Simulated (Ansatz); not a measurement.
Reaction: BNH2 (SMILES N=B) → BNH (SMILES B=[N], doublet) + H (doublet) (the H-N bond breaks)
Each species at its own B3LYP-D3(BJ)/def2-TZVP minimum (Ansatz, a quantum-chemistry and plane-wave program).

Total energies in hartree (Ansatz). Open shells are spin-unrestricted; no spin-orbit coupling. Cores are frozen in correlated methods. No relativity. Where a partner has so few electrons that a lower coupled-cluster level is exact, that level stands in. The UHF reference of HBN (B=[N], doublet) is spin-contaminated (<S^2> up to 0.03 over the pure value in the sets run).

```tsv
species	HF/cc-pVTZ	CCSD(T)/cc-pVTZ	HF/cc-pVQZ	CCSD(T)/cc-pVQZ	CCSDT(Q)/cc-pVQZ
1: BNH2 (iminoborane, SMILES B=N)	-80.32613	-80.65587	-80.33254	-80.68038	-80.68148
2: BNH (SMILES B=[N], doublet)	-79.66037	-79.94146	-79.66593	-79.96304	-79.96470
3: H (doublet)	-0.49981	-0.49981	-0.49995	-0.49995	-0.49995
```

Q: Work out the bond dissociation energy (electronic) in kcal/mol: take Hartree-Fock from cc-pVQZ, extrapolate the CCSD(T) correlation energy as X^-3 (X = 3, 4), and add CCSDT(Q) - CCSD(T) in cc-pVQZ. 1 hartree = 627.51 kcal/mol.

A: 
Species 1: correlation (64·(-0.34784) - 27·(-0.32974))/37 = -0.36105; step -0.00110; E1 = -80.33254 + (-0.36105) + (-0.00110) = -80.69469
Species 2: correlation (64·(-0.29711) - 27·(-0.28109))/37 = -0.30880; step -0.00166; E2 = -79.66593 + (-0.30880) + (-0.00166) = -79.97639
Species 3: correlation (64·(0.00000) - 27·(0.00000))/37 = 0.00000; step +0.00000; E3 = -0.49995 + (0.00000) + (+0.00000) = -0.49995
-1·E1 +1·E2 +1·E3 = 0.21835 hartree = 137.0 kcal/mol.
